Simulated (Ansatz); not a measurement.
## Cost against result

Saddle point of CH₆SSn, singlet (CH₆SSn ([CH3][SnH2][SH]) → SnH₂S ([S][SnH2]) + CH₄; bonds formed: C2–H4; bonds broken: Sn1–C2, S3–H4), PBE0-D4/def2-TZVP structure:

```
9
angstrom
Sn -0.0107 -1.1567 0.6231
C -0.0645 1.0347 -0.2830
S 0.6513 -1.7913 -1.4914
H 0.2891 -0.0891 -1.0192
H 1.0825 -0.9433 1.9219
H -1.6183 -1.3157 1.1877
H 0.6338 1.5238 0.3980
H -1.1023 1.2861 -0.0579
H 0.1391 1.4516 -1.2792
```

Barriers are electronic and count from the start structure reached by relaxing down the imaginary mode.

Ansatz 0.2.0; basis: as named in each row; cores frozen in the correlated methods. Filled d shells of the heavier atoms are correlated. Core potentials replace the inner electrons of the atoms past krypton. The def2 sets are not built for correlating such inner shells, so the correlated values are less sure here. B3LYP uses VWN-RPA correlation. Extrapolation: Hartree–Fock as exp(−7.88 √X), correlation as X^−2.97.

Times are rough, for one single point on 4 threads of a shared host (Intel Xeon).

The estimate by CCSD(T) at an estimated basis limit (MP2 extrapolated from triple and quadruple zeta, plus CCSD(T) − MP2 in triple zeta) is 238.9 kJ/mol.

```
      method       basis  time (s)  barrier (kJ/mol)  method less estimate
       SPW92    def2-SVP         2             195.0                 -43.8
      PBE-D4    def2-SVP         2             209.8                 -29.1
     PBE0-D4    def2-SVP         2             230.8                  -8.1
     BLYP-D4  def2-TZVPP         3             221.9                 -17.0
       SPW92  def2-TZVPP         3             193.2                 -45.6
      PBE-D4  def2-TZVPP         3             207.6                 -31.2
     CCSD(T)    def2-SVP         6             263.8                  24.9
   r2SCAN-D4  def2-TZVPP         6             220.4                 -18.4
    B3LYP-D4  def2-TZVPP         6             236.9                  -1.9
     wB97M-V    def2-SVP         6             248.2                   9.4
     PBE0-D4  def2-TZVPP         6             227.0                 -11.9
    BHLYP-D4  def2-TZVPP         6             259.8                  20.9
CAM-B3LYP-D4  def2-TZVPP         8             249.3                  10.4
  r2SCAN0-D4  def2-TZVPP         9             234.0                  -4.9
    PBE-QIDH  def2-TZVPP        11             240.6                   1.7
  RPA on PBE  def2-TZVPP        11             248.0                   9.2
      B97M-V  def2-TZVPP        12             228.4                 -10.5
      B2PLYP  def2-TZVPP        15             241.6                   2.8
     wB97X-V  def2-TZVPP        16             251.0                  12.2
     wB97M-V  def2-TZVPP        17             244.5                   5.6
         MP2  def2-QZVPP        32             234.1                  -4.8
     CCSD(T)  def2-TZVPP        99             248.0                   9.2
```

All methods are single points on the PBE0-D4 structures.

The T1 diagnostic stays at or below 0.019.

Labels in which every atom is bracketed show which atoms are joined, not bond orders.
